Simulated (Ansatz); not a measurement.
System: sum formula SiNH3Cl3, charge 1, multiplicity 1. It need not be the lowest isomer of its formula. 
Geometry from a B3LYP-D3(BJ)/def2-TZVP (Ansatz, a first-principles code) optimisation:
```xyz
8

N     -1.9128     0.2013    -0.1867
Si    -0.0426     0.0045    -0.0042
Cl     0.6594     1.7928    -0.5518
Cl     0.1828    -0.4327     1.9320
Cl     0.3833    -1.4890    -1.2606
H     -2.2702     0.9491     0.4147
H     -2.4056    -0.6597     0.0672
H     -2.1719     0.4313    -1.1504
```
Charge +1, spin multiplicity 1.

Basis-set convergence of Hartree-Fock and CCSD(T) correlation energies (hartree) with Ansatz. Correlated levels leave the core frozen unless marked. No spin-orbit coupling. Non-relativistic.

```csv
basis,functions,E(HF),"E(corr, CCSD(T))"
cc-pV(D+d)Z,121,-1723.59499,-0.74728
cc-pV(T+d)Z,228,-1723.68443,-0.98739
cc-pV(Q+d)Z,401,-1723.70279,-1.06951
```

Extrapolating the two largest sets (X = 3 and 4) as X^-3: E(corr) = (64·(-1.06951) - 27·(-0.98739))/37 = -1.1294 Eh, an estimate of the basis-set limit. The largest set recovers 94.7 % of it, the smallest 66.2 %.
